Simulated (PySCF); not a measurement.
**In²⁺: ionisation energy**

In²⁺ [Kr] 4d10 5s1 (2S) → In³⁺ [Kr] 4d10 (1S), as a difference of total energies. All numbers are calculated (PySCF 2.14, scalar relativity through the core potential, in aug-cc-pVQZ-PP with ECP28MDF (7s7p5d3f2g, 92 functions)). The calculations carry no spin-orbit coupling.

```
 method  ionisation energy (eV)  error (eV)
    UHF                  26.622      -1.422
    LDA                  29.094      +1.050
    PBE                  28.670      +0.626
   PBE0                  28.285      +0.241
 r2SCAN                  28.380      +0.336
   PW91                  28.767      +0.723
LC-wPBE                  28.117      +0.073
 M06-2X                  28.005      -0.039
```

Reference: 28.044 eV (measured; NIST Atomic Spectra Database, ionization energies).
